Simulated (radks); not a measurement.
Task: Species: Ba XXXVI. Configuration: [Ar] 3d3. Calculated with a radial shooting solver on a logarithmic mesh with Libxc functionals: Dirac Kohn-Sham, PBEsol, spin-unpolarised, spherical densities, finite nucleus; open shells are shared between the two j in proportion to 2j + 1; Fermi nuclear charge, rms radius 4.8378 fm. Some entries of the table are withheld. Estimate them.

orbital  occ.  eigenvalue (eV)  <r> (bohr)
1s1/2       2        -38971.96     0.02559
2s1/2       2        -7599.425      0.1086
2p1/2       2              (1)         (2)
2p3/2       4              (3)         (4)
3s1/2       2              (5)      0.2731
3p1/2       2        -2592.648      0.2605
3p3/2       4        -2504.005      0.2701
3d3/2     1.2        -2303.901      0.2366
3d5/2     1.8        -2283.500      0.2395
4s1/2       0        -1366.854      0.5299
4p1/2       0        -1313.572      0.5244
4p3/2       0        -1282.242      0.5376
4d3/2       0              (6)      0.5166
4d5/2       0              (7)      0.5204

Result: 
(1) 2p1/2 eigenvalue (eV): -7273.994
(2) 2p1/2 <r> (bohr): 0.09127
(3) 2p3/2 eigenvalue (eV): -6887.710
(4) 2p3/2 <r> (bohr): 0.09712
(5) 3s1/2 eigenvalue (eV): -2719.315
(6) 4d3/2 eigenvalue (eV): -1201.461
(7) 4d5/2 eigenvalue (eV): -1194.155
